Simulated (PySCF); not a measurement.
**Radial density of N (nitrogen, neutral)**

UHF, [He] 2s2 2p3, high-spin 4S determinant. All numbers are calculated (PySCF 2.14, no relativity, point nucleus, in aug-cc-pVDZ (4s3p2d, 23 functions)).

```
r (bohr)  4πr²ρ (e/bohr)  4πr²(ρα − ρβ)
 0.00476         0.05475         0.0001
 0.00801          0.1487         0.0003
  0.0135          0.3884         0.0007
  0.0227          0.9685         0.0018
  0.0381           2.208         0.0045
  0.0641           4.365         0.0107
   0.108           6.771         0.0287
   0.181           7.098         0.1065
   0.305           4.162         0.4082
   0.513           2.263         1.1506
   0.863           3.381         1.9877
    1.45           2.700         1.5377
    2.44          0.6672         0.3985
    4.11         0.03516         0.0251
    6.91       0.0002601         0.0002
```
